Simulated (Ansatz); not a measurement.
A made-up structure of BSiH₃OF (charge -1), closed shell:

```csv
atom,x (Å),y (Å),z (Å)
O1,1.9543,-0.2450,1.1404
B2,0.7983,-0.6347,0.7982
F3,0.1527,-1.8132,1.2102
Si4,-0.4378,0.4236,-0.4877
H5,0.1696,1.6898,-1.0207
H6,-1.7535,0.8834,0.0930
H7,2.9240,-0.2507,1.1614
```

It is relaxed with PBE-D4/def2-SVPD and then PBE0-D4/def2-TZVPD (Ansatz 0.2.0). Atoms count as bonded within 1.22 times the sum of their covalent radii (H–H: 0.88 Å). The end point is not checked to be a true minimum.

Task: Does its bonding change? (A judgement: the text doesn't fix the answer.)

Result: By the calculation: No: no bond forms or breaks.

Where it ends: The first stage lowers the energy by 1.39 eV in 11 steps. It ends as BSiH₃OF ([OH][B]([F])[SiH2]), total charge -1:
```csv
atom,x (Å),y (Å),z (Å)
O1,2.1387,-0.1200,0.7852
B2,0.7914,-0.4009,0.6229
F3,0.4007,-1.4592,1.4144
Si4,-0.4207,0.4010,-0.7663
H5,0.0521,1.8515,-0.6783
H6,-1.6736,0.5244,0.1020
H7,2.5188,-0.7437,1.4149
```

Labels in which every atom is bracketed show which atoms are joined, not bond orders.

For scale, one of the runs: PBE0-D4/def2-TZVPD relaxation, 187 basis functions, launched by `ansatz run in.yaml --threads 2 --pin off --events-out ev --progress --plain --max-ram 4352MiB`. The run took about 37 s on 2 CPU threads of an Arm Neoverse V2 (shared host).
